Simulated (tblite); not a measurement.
C4H9BN2S.
Atom-mapped SMILES: `[CH:1]#[C:2][CH2:3][S:4][CH2:5][B:6]([NH2:7])[NH2:8]` (hydrogens: H9 on C1; H10, H11 on C3; H12, H13 on C5; H14, H15 on N7; H16, H17 on N8)

Computed with GFN2-xTB (tblite), gas phase: L-BFGS steps from a force-field or distance-geometry start until the largest atomic force falls under 0.01 eV/Å.

Step 41: E = -637.7761 eV
```
atom  x, y, z in Å  |  force x, y, z in eV/Å
C1      3.4798    0.7713    1.1412    0.003   0.014   0.034
C2      2.9441    0.3725    0.1478    0.007   0.028  -0.044
C3      2.2473   -0.0792   -1.0250   -0.026  -0.024   0.010
S4      0.5292    0.5810   -1.1241    0.037  -0.015  -0.022
C5     -0.2563   -0.2944    0.2769    0.037  -0.020   0.028
B6     -1.8435   -0.1362    0.1540    0.013   0.020  -0.016
N7     -2.6751   -1.2628    0.1884    0.019   0.053  -0.011
N8     -2.3804    1.1466   -0.0007   -0.011   0.017  -0.019
H9      3.9783    1.1142    1.9973   -0.006   0.000   0.025
H10     2.1844   -1.1689   -1.0416   -0.007  -0.038  -0.018
H11     2.7372    0.2759   -1.9328    0.016   0.010   0.024
H12     0.0763   -1.3325    0.2346   -0.025   0.023  -0.031
H13     0.1345    0.1516    1.1935    0.026   0.002  -0.036
H14    -2.3348   -2.2007    0.2714    0.001  -0.083   0.031
H15    -3.6729   -1.2055    0.0972   -0.031  -0.026   0.005
H16    -3.3533    1.3195   -0.1773   -0.017   0.043   0.029
H17    -1.8018    1.9597   -0.1117   -0.038  -0.005   0.013
```

Step 42: E = -637.7772 eV
```
atom  x, y, z in Å  |  force x, y, z in eV/Å
C1      3.4780    0.7719    1.1432   -0.001   0.006   0.021
C2      2.9429    0.3738    0.1489    0.003   0.034  -0.033
C3      2.2475   -0.0798   -1.0242   -0.021  -0.025   0.007
S4      0.5271    0.5740   -1.1297    0.060   0.015  -0.033
C5     -0.2563   -0.2944    0.2749    0.033  -0.020   0.010
B6     -1.8432   -0.1319    0.1527    0.018   0.009   0.014
N7     -2.6722   -1.2605    0.1947   -0.013   0.010  -0.027
N8     -2.3826    1.1495   -0.0049   -0.003  -0.007  -0.007
H9      3.9778    1.1128    1.9994   -0.010   0.002   0.021
H10     2.1877   -1.1698   -1.0394   -0.005  -0.037  -0.019
H11     2.7386    0.2756   -1.9315    0.014   0.007   0.025
H12     0.0702   -1.3335    0.2280   -0.022  -0.007  -0.021
H13     0.1432    0.1462    1.1897    0.015   0.019  -0.026
H14    -2.3304   -2.1994    0.2747   -0.007  -0.026   0.026
H15    -3.6701   -1.2071    0.0945   -0.004  -0.023   0.013
H16    -3.3575    1.3183   -0.1738   -0.015   0.053   0.024
H17    -1.8077    1.9663   -0.1083   -0.042  -0.010   0.005
```

Problem. Estimate the geometry and energy of step 43. (The exact step hangs on the optimiser's Hessian estimate; all steps are aligned on step 42, rigid shifts and turns removed.)

Solution. E = -637.7779 eV, largest force 0.066 eV/Å
```
atom  x, y, z in Å  |  force x, y, z in eV/Å
C1      3.4765    0.7727    1.1443   -0.006  -0.001   0.007
C2      2.9422    0.3751    0.1491    0.003   0.029  -0.013
C3      2.2470   -0.0810   -1.0236    0.001  -0.020   0.004
S4      0.5269    0.5707   -1.1326    0.053   0.024  -0.031
C5     -0.2554   -0.2948    0.2741    0.014  -0.007  -0.017
B6     -1.8427   -0.1293    0.1511    0.008  -0.010   0.034
N7     -2.6704   -1.2595    0.1979   -0.047   0.013  -0.038
N8     -2.3839    1.1506   -0.0115   -0.004  -0.019   0.009
H9      3.9773    1.1122    2.0008   -0.015   0.003   0.013
H10     2.1896   -1.1715   -1.0387   -0.003  -0.024  -0.016
H11     2.7385    0.2759   -1.9301    0.015   0.000   0.020
H12     0.0661   -1.3348    0.2232   -0.016  -0.021  -0.012
H13     0.1503    0.1429    1.1872    0.005   0.023  -0.018
H14    -2.3282   -2.1981    0.2820   -0.003  -0.013   0.021
H15    -3.6685   -1.2097    0.0883    0.033  -0.017   0.023
H16    -3.3608    1.3203   -0.1686   -0.005   0.045   0.018
H17    -1.8116    1.9702   -0.1041   -0.034  -0.004  -0.004
```

The energy changes by -0.0007 eV. The first-order estimate −F·Δx gives -0.0011 eV and the mean of the old and new forces, exact on a quadratic surface, -0.0007 eV. The step makes an angle of 70° with the force vector and moves no atom by more than 0.008 Å.

What follows is the cost of the whole relaxation. On an Intel Xeon 6975P-C with one thread, shared host, this took 0.77 s.
